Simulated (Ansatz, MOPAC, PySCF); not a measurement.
Pair of molecules: H2O (SMILES O) (first 3 atoms) with CH2O2 (SMILES O=CO); geometry from B3LYP-D3(BJ)/def2-TZVP, rigid monomers moved along the line of their centres of mass till O1···H8 is 1.62 Å.
(charge 0, multiplicity 1):
```xyz
8

O      0.687     0.145     0.208
H      0.358    -0.318    -0.570
H     -0.075     0.599     0.611
O     -0.857     0.707     2.264
C     -0.204    -0.027     2.969
O      0.835    -0.752     2.583
H     -0.411    -0.175     4.036
H      0.991    -0.592     1.615
```

Counterpoise-corrected where a basis set is named; no monomer relaxation.

The state that PM3 reach isn't checked.

Programs: Ansatz (Gaussian orbitals); MOPAC for PM3 (differences of heats of formation); PySCF for the dispersion terms. Values without a source in brackets are computed.

Task: One of these levels gives -10.86 kcal/mol for the interaction energy. Which?
A) HF/aug-cc-pVDZ
B) PBE-D3(BJ)/def2-TZVPPD
C) B3LYP/def2-TZVPPD
D) PM3

Result: B, PBE-D3(BJ)/def2-TZVPPD. The others give -3.98 (PM3), -5.43 (HF/aug-cc-pVDZ), -8.65 (B3LYP/def2-TZVPPD)

Ansatz is a program for electronic structure.
